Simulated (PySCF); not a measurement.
Al₂BH₄N, AlBH₃NO (calculated)

All values are calculated (PySCF 2.14.0). Calculation on a computer-drawn molecule: the log of a Hartree-Fock and frozen-core CCSD(T) single point meant for a local Hartree-Fock minimum, with one planted fault or none, to be diagnosed. Offsets are logged minus clean, where the clean run is the same molecule without the fault. The reference is restricted for singlets and unrestricted otherwise, and also for a bond in bohr or an excited solution. Adding or removing an electron swaps singlet and doublet. The excited solution moves the top pair (singlet) or top alpha electron (doublet) to the lowest empty orbital. Highest occupied and lowest empty are orbital energies over both spins, largest force is the largest gradient component, triples share is (T) over the correlation energy, the T1 limit is 0.02 restricted and 0.045 unrestricted, electrons count all cores, a negative frequency is imaginary (commonest isotopes), and the dipole is about the centre of nuclear charge.

Common to all runs: meant charge 0; meant multiplicity 1; meant basis cc-pV(D+d)Z; logged SCF converged yes; logged spin squared 0; possible faults no fault, one electron removed, one electron added, multiplicity raised by two, geometry at a saddle point, SCF held on an excited solution, minimal basis STO-3G, one bond length entered in bohr, all coordinates scaled.

```json
{"entry": 1, "formula": "Al2BH4N", "logged_structure": {"atoms_angstrom": [["B", -2.6009, 0.6611, 2.1837], ["N", -3.2574, 0.3493, 0.9647], ["Al", -5.0755, 0.2092, 1.2808], ["Al", -2.3321, 0.1515, -0.5733], ["H", -3.254, 0.7887, 3.2046], ["H", -1.4074, 0.8107, 2.2701], ["H", -0.7672, 0.313, -0.6169], ["H", -3.1779, -0.1912, -1.8642]]}, "given": {"logged_electrons": 42, "logged_basis_functions": 32, "logged_highest_occupied [eV]": -4.6178, "logged_lowest_empty [eV]": 8.7766, "logged_largest_force [hartree/bohr]": 0.043286, "logged_T1_diagnostic": 0.018866, "logged_D1_diagnostic": 0.073094, "logged_triples_share": 0.025739, "logged_CC_converged": "yes", "logged_dipole_magnitude [debye]": 2.6718, "logged_SCF_stable_within_its_kind": "yes", "logged_energy_HF [hartree]": -558.52917, "logged_energy_CCSD(T) [hartree]": -558.73469, "drawn_bonds_atom": [1, 2, 2, 1, 1, 4, 4], "drawn_bonds_other_atom": [2, 3, 4, 5, 6, 7, 8], "drawn_bonds_order": [1, 1, 1, 1, 1, 1, 1]}, "results": {"planted_fault": "minimal basis STO-3G", "HF_energy_offset_from_clean_run [kcal/mol]": 4294, "CCSD(T)_energy_offset_from_clean_run [kcal/mol]": 4431}}
{"entry": 2, "formula": "AlBH3NO", "logged_structure": {"atoms_angstrom": [["B", 0.8236, -0.8936, -1.7952], ["N", -0.0302, -0.7055, -0.7131], ["Al", -1.0096, -0.5072, 0.5565], ["O", -2.0002, -0.3212, 1.8625], ["H", 1.6718, -1.7638, -1.7937], ["H", 0.7515, -0.1915, -2.7851], ["H", -2.7107, 0.2208, 2.1566]]}, "given": {"logged_electrons": 36, "logged_basis_functions": 80, "logged_highest_occupied [eV]": -4.5344, "logged_lowest_empty [eV]": -3.2782, "logged_largest_force [hartree/bohr]": 0.21325, "logged_CC_converged": "no", "logged_dipole_magnitude [debye]": 6.9144, "logged_SCF_stable_within_its_kind": "no", "logged_energy_HF [hartree]": -397.38316, "drawn_bonds_atom": [1, 2, 3, 1, 1, 4], "drawn_bonds_other_atom": [2, 3, 4, 5, 6, 7], "drawn_bonds_order": [1, 2, 1, 1, 1, 1]}, "results": {"planted_fault": "SCF held on an excited solution", "HF_energy_offset_from_clean_run [kcal/mol]": 197.5}, "notes": ["CCSD not converged"]}
```
